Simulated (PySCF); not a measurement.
**Ionisation energy of Au by level of theory**

Au [Xe] 4f14 5d10 6s1 (2S) → Au⁺ [Xe] 4f14 5d10 (1S), as a difference of total energies. Computed with PySCF 2.14 in x2c-TZVPPall with one added diffuse shell each of s, p, d, f type (12s8p8d4f1g, 113 functions), with the spin-free X2C one-electron Hamiltonian (Gaussian nucleus). Correlated levels: valence: [Xe] 4f14 frozen. The calculations carry no spin-orbit coupling.

```json
{"method": "UHF", "ionisation energy (eV)": "7.710"}
{"method": "MP2 (valence)", "ionisation energy (eV)": "9.154"}
{"method": "SCS-MP2 (valence)", "ionisation energy (eV)": "8.964"}
{"method": "CCSD (valence)", "ionisation energy (eV)": "8.925"}
{"method": "CCSD(T) (valence)", "ionisation energy (eV)": "9.029"}
```

Problem. How much does correlation contribute at CCSD(T) (valence)?

Solution. 9.029 − (7.710) = 1.319 eV, measured against UHF.

Errors of the correlated levels include the incompleteness of this basis and the frozen core.

For comparison: 9.226 eV (measured; NIST Atomic Spectra Database, ionization energies).
